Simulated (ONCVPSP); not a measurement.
**What one change does to a pseudopotential (In (Z = 49), ONCV)**

```
Element                 : In (Z = 49)
Generator               : ONCVPSP 4.0.1
Type                    : optimised norm-conserving Vanderbilt (ONCV)
Functional              : PBE
Relativity              : fully relativistic
Frozen core             : [Kr] 4d10
Valence charge          : 3
Reference configuration : 5s2 5p1
Partial waves           : 5s: rc 2.30 bohr, ncon 5, nbas 9, qcut 2.2 1/bohr, 2 projectors, debl 1 Ha; 5p: rc 2.80 bohr, ncon 5, nbas 9, qcut 2.5 1/bohr, 2 projectors, debl 4 Ha
Local potential         : polynomial inside 2.25 bohr (lpopt 2, dvloc0 1 Ha)
Core correction         : none
```

Open shells are filled in proportion to 2j + 1.

All-electron outer shells of the reference configuration (PBE, scalar-relativistic, ld1.x):

| shell | level (eV) | outermost node (bohr) | outermost maximum (bohr) |
| --- | --- | --- | --- |
| 4p | -78.13 | 0.42 | 0.82 |
| 4d | -18.62 | 0.40 | 0.94 |
| 5s | -8.21 | 1.02 | 2.16 |
| 5p | -2.52 | 1.14 | 2.85 |

Change: s: qcut 2.5.

Cutoffs: the cutoffs (Ha) at which the residual kinetic energy of the hardest occupied pseudo-wave falls to 1 and 0.1 mHa per electron; they do not see the model core or the augmentation charge, which bear on the density cutoff. Errors are all-electron minus pseudo energies relative to the spin-unpolarised reference configuration.

Problem. Predict the effect on cutoff, ghosts and configuration errors.

Solution. The potential gets softer (31 Ha and 41 Ha → 20 Ha and 39 Ha); the errors of the 4 common tests hardly move; neither file shows a bound ghost.

| quantity | base | changed |
| --- | --- | --- |
| cutoff, loose | 31 Ha | 20 Ha |
| cutoff, tight | 41 Ha | 39 Ha |
| loose cutoff by channel | s 31 Ha, p 3.5 Ha | s 20 Ha, p 3.5 Ha |
| bound ghosts | none | none |
| GHOST(+) flags under 300 eV | s at 97.9 eV | none |
| error for 5s2 5p0, meV [ΔE 5.37 eV] | +21 | +21 |
| error for 5s1 5p0, meV [ΔE 24.61 eV] | +100 | +101 |
| error for 5s2 5p0.5, meV [ΔE 1.95 eV] | +3.7 | +3.6 |
| error for 5s0 5p3, meV [ΔE 11.92 eV] | +111 | +109 |
| s: phases at 2.34 bohr within 0.05 rad from the reference energy up to (Ha; the scan ends near 5) | 2.4 | 2.5 |
| p3/2: phases at 2.85 bohr within 0.05 rad from the reference energy up to (Ha; the scan ends near 5) | 1.8 | 1.8 |
| p1/2: phases at 2.85 bohr within 0.05 rad from the reference energy up to (Ha; the scan ends near 5) | 1.8 | 1.8 |
